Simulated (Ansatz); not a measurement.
Two structures of CH$_{6}$GeN, doublet, reached by relaxing down either side of one saddle point (PBE0-D4/def2-TZVP). Energies are electronic, without zero-point energy. Computed with Ansatz 0.2.0 (basis: def2-TZVPP and def2-QZVPP); correlated methods freeze the cores; orbitals are unrestricted. Filled d shells of the heavier atoms are correlated. The def2 sets are not built for correlating such inner shells, so the correlated values are less sure here. Extrapolation: Hartree–Fock as exp(−7.88 √X), correlation as X^−2.97. First:

```
9
angstrom
C -1.6375 -0.7743 0.5746
N -0.3968 -0.9771 0.4899
Ge 1.2648 1.2259 -0.7238
H -2.0385 0.1741 0.2125
H -2.3566 -1.4874 0.9907
H -0.1340 -1.8919 0.8569
H 1.6730 2.5713 -1.3838
H 1.9692 1.0949 0.6386
H 1.6564 0.0647 -1.6555
```

Second:

```xyz
9
angstrom
C -0.8488 -0.2151 0.3001
N -0.4017 -1.2711 1.1101
Ge 0.7798 0.7066 -0.4180
H -1.3653 0.5503 0.8874
H -1.4515 -0.4825 -0.5782
H -0.2534 -2.0889 0.5135
H 0.3254 1.8616 -1.3297
H 1.6159 1.2451 0.7484
H 1.5996 -0.3061 -1.2336
```

Q: Which bonds change from the first to the second?

A: CH₃N ([CH2][NH]) + GeH₃ → CH₆GeN ([NH][CH2][GeH3]); bonds formed: C1–Ge3.

Q: Give the saddle point's structure and its height above each. (An estimate is asked for; the value comes from the calculation.)

A: By the calculation: 0.195 eV above the first and 0.595 eV above the second (CCSD(T) at an estimated basis limit (MP2 extrapolated from triple and quadruple zeta, plus CCSD(T) − MP2 in triple zeta)).
```
atom    x (Å)    y (Å)    z (Å)
  C1  -1.1463  -0.4843   0.5129
  N2  -0.4718  -1.3730   1.1395
 Ge3   0.9192   0.9585  -0.6097
  H4  -1.4361   0.4224   1.0458
  H5  -1.5979  -0.6245  -0.4748
  H6  -0.3252  -2.1941   0.5517
  H7   0.8022   2.1516  -1.5831
  H8   1.6159   1.3677   0.6959
  H9   1.6401  -0.2243  -1.2783
```

The T1 diagnostic stays at or below 0.028. ⟨S²⟩ of the unrestricted Hartree–Fock references: 0.76 to 0.93 (a pure state has 0.75). The unrestricted reference is spin-contaminated, which hurts MP2 most.

Radical steps of this kind take place in plasma deposition and etching.

Labels in which every atom is bracketed show which atoms are joined, not bond orders.

For scale, one of the runs: CCSD(T)/def2-TZVPP, 194 basis functions, launched by `ansatz run in.yaml --threads 8 --pin off --events-out ev --progress --plain --max-ram 19148MiB`. The run took 30 s on 8 CPU threads of an Intel Xeon 6975P-C (shared host), with 6.4 GiB of host memory at its peak.
